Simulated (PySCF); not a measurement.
# Magnetic susceptibility: 2,4-difluorobenzaldehyde (O=Cc1ccc(F)cc1F, C7H4F2O)

Cartesian coordinates in Å; atom numbers follow the order of the lines, from 1:
```xyz
14

O     2.872    1.388   -0.291
C     2.336    0.317   -0.175
C     0.880    0.124   -0.066
C     0.021    1.226   -0.095
C    -1.346    1.069    0.003
C    -1.859   -0.213    0.132
F    -3.185   -0.378    0.228
C    -1.048   -1.335    0.166
C     0.317   -1.146    0.066
F     1.113   -2.225    0.098
H     2.918   -0.621   -0.141
H     0.463    2.205   -0.197
H    -2.015    1.913   -0.019
H    -1.467   -2.323    0.267
```

Method: PySCF, GIAO CAM-B3LYP/pcSseg-1 magnetisability, rotational g tensor and spin-rotation constants, non-relativistic, gas phase. Geometry: GFN2-xTB.

Problem. How diamagnetic is it, and how anisotropic?

Solution. Isotropic -1149 × 10⁻³⁰ J/T², or -69.2 × 10⁻⁶ cm³/mol; principal values -1850, -885, -714 × 10⁻³⁰ J/T², anisotropy 1061 × 10⁻³⁰ J/T² (root of half the summed squared differences of the principal values). The susceptibility is in cgs units.

Problem. Split it along the inertial axes a, b, c into diamagnetic and paramagnetic parts about the centre of mass, with the quadrupole moment.

Solution. 
| axis | χ (10⁻⁶ cm³/mol) | diamagnetic (10⁻⁶ cm³/mol) | paramagnetic (10⁻⁶ cm³/mol) | summed x² of all electrons (Å²) | quadrupole Θ (D Å) |
| --- | --- | --- | --- | --- | --- |
| a | -50.7 | -547.1 | 496.5 | 278.8 | -11.28 |
| b | -45.6 | -1232.7 | 1187.0 | 117.2 | +7.73 |
| c | -111.4 | -1679.7 | 1568.3 | 11.8 | +3.55 |

Anisotropies 2χaa − χbb − χcc = +55.7 and 2χbb − χaa − χcc = +70.8 × 10⁻⁶ cm³/mol. Θ is traceless in Buckingham's convention.

Problem. And the rotational g tensor?

Solution. 
```
axis  rotational constant (GHz)        g  nuclear part  electronic part
   a                     2.5064  -0.0553        0.5293          -0.5846
   b                     0.9610  -0.0285        0.5074          -0.5359
   c                     0.6947  +0.0016        0.5134          -0.5118
```
Asymmetric top; isotopes 12C, 19F, 1H, 16O; no vibrational averaging.
